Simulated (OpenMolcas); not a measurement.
How methods differ on B2H4F2 (diborane 1,2-di F)

B2H4F2: 8 atoms, total charge 0, spin state singlet. The coordinates come from a GFN2-xTB relaxation.

```xyz
8

B     0.9003    0.1356    0.2205
F     1.5774   -0.8705    0.7749
H     1.4685    1.1493    0.0646
H    -0.2794    0.3449    0.8720
B    -0.9017   -0.0698   -0.2433
F    -1.5236   -1.2331   -0.0486
H    -1.5181    0.7972   -0.7364
H     0.2767   -0.2536   -0.9037
```

Each level gives the dipole moment (D). The values are calculated.

```csv
level,kind,program,value (D),CPU time
SVWN5/def2-SVPD,LDA,OpenMolcas,1.51,31 s
PBE/def2-SVPD,GGA,OpenMolcas,1.45,45 s
revPBE/def2-SVPD,GGA,OpenMolcas,1.43,45 s
M06-L/def2-SVPD,meta-GGA,OpenMolcas,1.50,55 s
TPSS/def2-SVPD,meta-GGA,OpenMolcas,1.50,53 s
r2SCAN/def2-SVPD,meta-GGA,OpenMolcas,?,52 s
B3LYP/def2-SVPD,global hybrid,OpenMolcas,1.65,39 s
M06-2X/def2-SVPD,hybrid meta-GGA,OpenMolcas,1.73,50 s
```

**Question.** Estimate the missing values from the other rows.

**Answer.** As computed at these levels: r2SCAN/def2-SVPD: 1.54 D. The values span 1.43 to 1.73 D. Times are those of the runs behind each value, whatever else they computed, on shared processors of several kinds: orders of magnitude only.
